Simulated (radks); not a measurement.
The numbers below are computed, except where a source is named.
Q: Neutral praseodymium is in [Xe] 4f3 6s2. Code: a radial shooting solver on a logarithmic mesh with Libxc functionals. Model: scalar-relativistic Kohn-Sham, PBEsol, spin-polarised, spherical densities, finite nucleus; Fermi nuclear charge, rms radius of each element as measured or else 0.836 A^(1/3) + 0.57 fm. Open shells are filled with parallel spins first. One electron is removed from 6s, 4f, 5p, 5s in turn, with full relaxation. Which removal costs least, and what does each cost?

A: 6s 5.398 eV; 4f 8.210 eV; 5p 25.235 eV; 5s 43.063 eV. The 6s electron leaves first.
